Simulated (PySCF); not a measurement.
Match the calculated data to a structure.

All candidates are C6H11FS.

| technique | computed result |
| --- | --- |
| Dipole | 1.41 D [PBE0/pcSseg-1] |
| 13C NMR | chemical shifts (computed TMS as zero) by class: 96.9 (1 C), 46.0 (1 C), 43.5 (1 C), 38.0 (1 C), 37.7 (1 C), 24.6 (1 C) ppm [GIAO PBE0/pcSseg-1] |
| 1H NMR | chemical shifts (computed TMS as zero) by class: 5.13 (1 H), 3.30 (1 H), 2.89 (1 H), 2.43 (1 H), 2.36 (1 H), 2.35 (1 H), 2.19 (1 H), 2.10 (1 H), 1.77 (1 H), 1.58 (1 H), 1.46 (1 H) ppm [GIAO PBE0/pcSseg-1] |
| Rotational structure | rotational constants A, B, C: 2.361, 1.503, 1.068 GHz [GFN2-xTB] |
| NMR, other nuclei | isotropic shieldings of nuclei other than C and H, by class: 371 (1 F), 523 (1 S) ppm [GIAO PBE0/pcSseg-1] |

Electronic properties: PySCF, gas phase, density fitting. Levels stand in brackets. The structure is a single GFN2-xTB conformer in the gas phase; no vibrational or solvent corrections. NMR classes are plain means over equivalent atoms (diastereotopic ones count apart unless rotation or inversion swaps them), as if these changed places fast.

**Question.** Which candidate is it?
A. `F[C@H]1CCCCSC1`
B. `FC[C@H]1CCCCS1`
C. `C[C@@H]1CCS[C@@H]1CF`

**Answer.** A. It is `F[C@H]1CCCCSC1`. Numbering: `[F:1][C@H:2]1[CH2:3][CH2:4][CH2:5][CH2:6][S:7][CH2:8]1`. Its formula, C6H11FS, gives 1 degree of unsaturation: 1 ring and 0 π bonds in the structure found. 6 carbons fall into 6 classes; from least to most shielded: sp3 C–F carbon [C2] (96.9 ppm), ring sp3 carbon bound to sulfur [C6] (46.0 ppm), ring sp3 carbon bound to sulfur [C8] (43.5 ppm), ring CH2 carbon [C3] (38.0 ppm), ring CH2 carbon [C5] (37.7 ppm), ring CH2 carbon [C4] (24.6 ppm). Hydrogen classes from least to most shielded: 1 H on an sp3 C–F carbon, C2 (5.13 ppm), 1 H on an sp3 carbon bound to sulfur, C8 (3.30 ppm), 1 H on an sp3 carbon bound to sulfur, C6 (2.89 ppm), 1 H on an sp3 carbon bound to sulfur, C8 (2.43 ppm), 1 H on a ring CH2 carbon, C3 (2.36 ppm), 1 H on an sp3 carbon bound to sulfur, C6 (2.35 ppm), 1 H on a ring CH2 carbon, C3 (2.19 ppm), 1 H on a ring CH2 carbon, C5 (2.10 ppm), 1 H on a ring CH2 carbon, C4 (1.77 ppm), 1 H on a ring CH2 carbon, C4 (1.58 ppm), 1 H on a ring CH2 carbon, C5 (1.46 ppm). The other shieldings belong to: 371 ppm, alkyl fluorine [F1]; 523 ppm, sulfide sulfur [S7]. The optimised geometry has point group C1 and is an asymmetric top.

The others, at the same levels:
- `C[C@@H]1CCS[C@@H]1CF` fails: its computed 13C shifts are 89.4 (1 C), 56.9 (1 C), 45.1 (1 C), 40.7 (1 C), 36.6 (1 C), 16.8 (1 C) ppm, 1H shifts are 4.94 (1 H), 4.63 (1 H), 2.98 (1 H), 2.97 (1 H), 2.87 (1 H), 2.14 (1 H), 2.07 (1 H), 1.76 (1 H), 1.30 (3 H) ppm and rotational constant A is 2.127 GHz (against 2.361 GHz).
- `FC[C@H]1CCCCS1` fails: its computed 13C shifts are 97.6 (1 C), 45.8 (1 C), 35.3 (1 C), 33.6 (1 C), 31.7 (1 C), 26.6 (1 C) ppm, 1H shifts are 5.30 (1 H), 5.22 (1 H), 3.44 (1 H), 2.26 (1 H), 2.22 (1 H), 2.12 (1 H), 2.12 (1 H), 2.11 (1 H), 2.01 (1 H), 1.67 (1 H), 1.62 (1 H) ppm and rotational constant A is 2.051 GHz (against 2.361 GHz).
